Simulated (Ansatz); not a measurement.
The same hydrogenolysis along the group B, Al, Ga.

Program: Ansatz. Geometries: PBE0-D4/def2-TZVP. ΔE: electronic, gas phase. CCSD(T)/CBS is the MP2 limit (def2-TZVPP, def2-QZVPP) plus CCSD(T) − MP2 in def2-TZVPP, frozen cores. Small cases extrapolate CCSD(T) itself. DFT in def2-TZVPP. B3LYP here is the variant with VWN-RPA as its local correlation; programs differ in this. For Ga outer-core shells are correlated without core-valence functions, which leaves a few kJ/mol of doubt a bond. Scalar relativity is left out up to krypton. Each species was taken in one conformer, which may not be the lowest.

```tsv
reaction	B3LYP-D4 (kcal/mol)	PBE-D4 (kcal/mol)	HF/CBS(def2) (kcal/mol)	CCSD/CBS(def2) (kcal/mol)	CCSD(T)/CBS(def2) (kcal/mol)
`NB(O)O` + H₂ → `OBO` + NH₃	15.6	15.1	13.8	15.3	15.6
`[NH2][Al]([OH])[OH]` + H₂ → `[OH][AlH][OH]` + NH₃	15.4	14.2	13.0	15.4	15.9
`[NH2][Ga]([OH])[OH]` + H₂ → `[OH][GaH][OH]` + NH₃	1.3	0.7	-0.7	2.3	3.0
```

Largest T1 diagnostic: 0.015, for `[OH][GaH][OH]`.

Extrapolated directly: `NB(O)O` + H₂ → `OBO` + NH₃.
